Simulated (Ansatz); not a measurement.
System: SnOH$_{3}$, charge 0, doublet. SnOH3 (SMILES [OH][SnH2], doublet).
B3LYP-D3(BJ)/def2-TZVP minimum from Ansatz (a quantum-chemistry and plane-wave program):
```
Sn
O 1 1.9949
H 2 0.9633 1 113.61
H 1 1.7324 2 101.07 3 163.31
H 1 1.7454 4 111.18 2 112.58
```
Charge 0, spin multiplicity 2.

Quantity: atomisation energy (electronic, to ground-state atoms), in kcal/mol. Open shells are spin-unrestricted; no spin-orbit coupling. Cores are frozen in correlated methods (noble-gas shells, and filled d and f shells in the p block). Past Kr the def2 sets carry scalar-relativistic core potentials. CBS(X,Y): correlation extrapolated as X^-3, Hartree-Fock from the larger set. A bracket is a step between two methods taken in the basis named. For partners of very few electrons the exact lower level stands in for a higher one. Spin-orbit terms, left out, reach several kcal/mol for Br and I, and more for heavier atoms.

CCSD(T)/CBS(def2-TZVPP,def2-QZVPP) + [CCSDT(Q) - CCSD(T)]/def2-TZVPP (Ansatz) gives 306.6 kcal/mol.

Problem. How far off this value is PBE/def2-TZVPD (Ansatz), in which direction, and how far these levels: r2SCAN/def2-TZVPD, B3LYP/def2-TZVPD, wB97M-V/def2-TZVPD, B2PLYP/def2-TZVPD, CCSD(T)/CBS(def2-TZVPP,def2-QZVPP)?

Solution. PBE gives 304.9 kcal/mol, 1.7 kcal/mol below it. Differences of the others: r2SCAN/def2-TZVPD (Ansatz) -2.7; B3LYP/def2-TZVPD (Ansatz) -6.7; wB97M-V/def2-TZVPD (Ansatz) -4.0; B2PLYP/def2-TZVPD (Ansatz) -9.0; CCSD(T)/CBS(def2-TZVPP,def2-QZVPP) (Ansatz) -0.3 kcal/mol.
